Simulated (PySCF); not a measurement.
C₂H₄O₃, SMILES C(O)(OC)=O.

Geometry: B3LYP-D3(BJ)/def2-SVP. Other conformers were not sampled.

Computed with B3LYP-D3(BJ)/def2-SVP run with PySCF 2.14.0.

No scaling factor is applied to the harmonic values.

Computed vibrational spectrum:
```tsv
mode	ν (cm⁻¹)	IR (km/mol)	moving atoms (share of kinetic energy)
1	114	0.6	H 87 %, O 10 %
2	178	6.8	O 59 %, H 26 %, C 15 %
3	296	10.1	O 45 %, C 33 %, H 22 %
4	536	39.4	O 63 %, C 24 %, H 14 %
5	558	103.9	H 91 %
6	678	3.2	O 75 %, C 13 %, H 12 %
7	801	44.5	C 78 %, O 21 %
8	929	17.1	O 58 %, C 22 %, H 20 %
9	1129	3.0	O 57 %, C 29 %, H 14 %
10	1176	1.1	H 77 %, C 18 %
11	1215	115.1	H 55 %, O 27 %, C 19 %
12	1227	348.7	H 52 %, O 35 %, C 14 %
13	1416	191.3	H 54 %, C 40 %
14	1459	8.4	H 97 %
15	1471	73.6	H 88 %, C 8 %
16	1491	98.3	H 62 %, C 29 %, O 8 %
17	1867	391.8	C 65 %, O 32 %
18	3045	26.7	H 97 %
19	3132	17.5	H 90 %, C 10 %
20	3172	11.2	H 90 %, C 10 %
21	3806	110.9	H 94 %
```
